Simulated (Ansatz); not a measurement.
The cluster Cs3H3⁺. Total charge 1; doublet. Geometry PBE0-D4/def2-TZVP.

Cartesian coordinates in Å:
```
Cs -0.2621 0.0385 1.7080
Cs 1.3364 3.1674 -2.1407
Cs -2.8533 1.8187 -2.4076
H -0.5253 1.4592 -0.5799
H 1.0895 -3.2720 2.0772
H 1.2148 -3.2118 1.3430
```

In the def2 sets Cs takes a core potential; there is no spin–orbit coupling. HSE06 is defined as in plane-wave codes, on full-range PBE exchange. In the doublet, H5 and H6 lie 0.75 Å apart (atoms count from 1), so H2 has formed as a molecule. Another isomer (doublet) lies 0.13 eV lower at PBE0-D4/def2-TZVP; other spin states weren't run for this one.

(1) Estimate the α-spin orbital energies around the gap (eV) in Ansatz with PBE-D4/def2-TZVP, r2SCAN-D4/def2-TZVP, PBE0-D4/def2-TZVP, HSE06-D4/def2-TZVP, ωB97X-V/def2-TZVP.

Answers

(1) 
```json
{"orbital": "HOMO−9", "PBE-D4/def2-TZVP": "-16.42", "r2SCAN-D4/def2-TZVP": "-16.92", "PBE0-D4/def2-TZVP": "-17.96", "HSE06-D4/def2-TZVP": "-17.51", "ωB97X-V/def2-TZVP": "-20.57"}
{"orbital": "HOMO−8", "PBE-D4/def2-TZVP": "-16.11", "r2SCAN-D4/def2-TZVP": "-16.48", "PBE0-D4/def2-TZVP": "-17.48", "HSE06-D4/def2-TZVP": "-17.10", "ωB97X-V/def2-TZVP": "-19.96"}
{"orbital": "HOMO−7", "PBE-D4/def2-TZVP": "-16.05", "r2SCAN-D4/def2-TZVP": "-16.42", "PBE0-D4/def2-TZVP": "-17.40", "HSE06-D4/def2-TZVP": "-17.02", "ωB97X-V/def2-TZVP": "-19.85"}
{"orbital": "HOMO−6", "PBE-D4/def2-TZVP": "-16.02", "r2SCAN-D4/def2-TZVP": "-16.38", "PBE0-D4/def2-TZVP": "-17.37", "HSE06-D4/def2-TZVP": "-16.99", "ωB97X-V/def2-TZVP": "-19.81"}
{"orbital": "HOMO−5", "PBE-D4/def2-TZVP": "-15.97", "r2SCAN-D4/def2-TZVP": "-16.33", "PBE0-D4/def2-TZVP": "-17.33", "HSE06-D4/def2-TZVP": "-16.95", "ωB97X-V/def2-TZVP": "-19.80"}
{"orbital": "HOMO−4", "PBE-D4/def2-TZVP": "-15.95", "r2SCAN-D4/def2-TZVP": "-16.31", "PBE0-D4/def2-TZVP": "-17.32", "HSE06-D4/def2-TZVP": "-16.94", "ωB97X-V/def2-TZVP": "-19.76"}
{"orbital": "HOMO−3", "PBE-D4/def2-TZVP": "-15.82", "r2SCAN-D4/def2-TZVP": "-16.18", "PBE0-D4/def2-TZVP": "-17.17", "HSE06-D4/def2-TZVP": "-16.79", "ωB97X-V/def2-TZVP": "-19.62"}
{"orbital": "HOMO−2", "PBE-D4/def2-TZVP": "-13.56", "r2SCAN-D4/def2-TZVP": "-14.06", "PBE0-D4/def2-TZVP": "-15.25", "HSE06-D4/def2-TZVP": "-14.81", "ωB97X-V/def2-TZVP": "-18.04"}
{"orbital": "HOMO−1", "PBE-D4/def2-TZVP": "-7.51", "r2SCAN-D4/def2-TZVP": "-7.61", "PBE0-D4/def2-TZVP": "-8.55", "HSE06-D4/def2-TZVP": "-8.16", "ωB97X-V/def2-TZVP": "-10.85"}
{"orbital": "HOMO", "PBE-D4/def2-TZVP": "-4.63", "r2SCAN-D4/def2-TZVP": "-4.52", "PBE0-D4/def2-TZVP": "-4.90", "HSE06-D4/def2-TZVP": "-4.62", "ωB97X-V/def2-TZVP": "-5.81"}
{"orbital": "LUMO", "PBE-D4/def2-TZVP": "-4.26", "r2SCAN-D4/def2-TZVP": "-3.81", "PBE0-D4/def2-TZVP": "-3.76", "HSE06-D4/def2-TZVP": "-4.07", "ωB97X-V/def2-TZVP": "-2.53"}
{"orbital": "LUMO+1", "PBE-D4/def2-TZVP": "-4.04", "r2SCAN-D4/def2-TZVP": "-3.68", "PBE0-D4/def2-TZVP": "-3.57", "HSE06-D4/def2-TZVP": "-3.88", "ωB97X-V/def2-TZVP": "-2.42"}
{"orbital": "LUMO+2", "PBE-D4/def2-TZVP": "-3.54", "r2SCAN-D4/def2-TZVP": "-3.30", "PBE0-D4/def2-TZVP": "-3.08", "HSE06-D4/def2-TZVP": "-3.38", "ωB97X-V/def2-TZVP": "-1.99"}
{"orbital": "LUMO+3", "PBE-D4/def2-TZVP": "-3.25", "r2SCAN-D4/def2-TZVP": "-2.86", "PBE0-D4/def2-TZVP": "-2.74", "HSE06-D4/def2-TZVP": "-3.04", "ωB97X-V/def2-TZVP": "-1.66"}
{"orbital": "LUMO+4", "PBE-D4/def2-TZVP": "-3.11", "r2SCAN-D4/def2-TZVP": "-2.79", "PBE0-D4/def2-TZVP": "-2.59", "HSE06-D4/def2-TZVP": "-2.89", "ωB97X-V/def2-TZVP": "-1.59"}
{"orbital": "LUMO+5", "PBE-D4/def2-TZVP": "-3.08", "r2SCAN-D4/def2-TZVP": "-2.69", "PBE0-D4/def2-TZVP": "-2.57", "HSE06-D4/def2-TZVP": "-2.88", "ωB97X-V/def2-TZVP": "-1.45"}
{"orbital": "β HOMO", "PBE-D4/def2-TZVP": "-7.42", "r2SCAN-D4/def2-TZVP": "-7.52", "PBE0-D4/def2-TZVP": "-8.43", "HSE06-D4/def2-TZVP": "-8.03", "ωB97X-V/def2-TZVP": "-10.72"}
{"orbital": "β LUMO", "PBE-D4/def2-TZVP": "-4.23", "r2SCAN-D4/def2-TZVP": "-3.65", "PBE0-D4/def2-TZVP": "-3.71", "HSE06-D4/def2-TZVP": "-4.01", "ωB97X-V/def2-TZVP": "-2.47"}
```
